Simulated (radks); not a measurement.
Numerical settings for the mercury ion Hg3+, [Xe] 4f14 5d9. Calculated with a radial shooting solver on a logarithmic mesh with Libxc functionals: scalar-relativistic Kohn-Sham, BLYP, spin-unpolarised, spherical densities, finite nucleus; Fermi nuclear charge, rms radius 5.4648 fm. The defaults (mesh step 0.008 in ln r, mesh end at 40 bohr or more with all orbitals vanishing there, Anderson mixing 0.5 over 9 steps, residual threshold near 1e-9 with the energy settled to 1e-9 hartree or 1e-11 of itself, here a cap of 66 iterations) give E = -19616.607 hartree and 5d at -42.337 eV in 15 iterations. Run on one thread of a shared host, so times are rough (Intel(R) Xeon(R) 6975P-C): 0.16 s of CPU time, 0.16 s wall, 15 iterations on 2213 mesh points. Changes against that run (0 stands for a change within the tolerance of the run):

setting                    iterations  converged  E (mhartree)  e(5d) (meV)  CPU (s)
mesh step in ln r 0.012            15        yes             0            0     0.08
mesh step in ln r 0.2               4         no      diverged            -     0.01
mesh step in ln r 0.003            18        yes             0            0     0.39
mesh end (bohr) 12                 15        yes             0            0     0.12
mesh end (bohr) 400                15        yes             0            0     0.11
residual threshold 0.01            11        yes             0      -0.0434     0.09
residual threshold 0.001           11        yes             0      -0.0434      0.1
mixing 0.2                         18        yes             0            0     0.13
linear mixing, mixing 1            66         no        +9e+05    +3.21e+04      1.3
linear mixing, mixing 0.5          30        yes             0            0     0.17
mixing history 3                   19        yes             0            0     0.11
iteration cap 3                     3         no         +7.22     -1.1e+03     0.03

No run marked as converged misses the energy by more than 1 mhartree. A mesh that ends early acts as a hard wall.
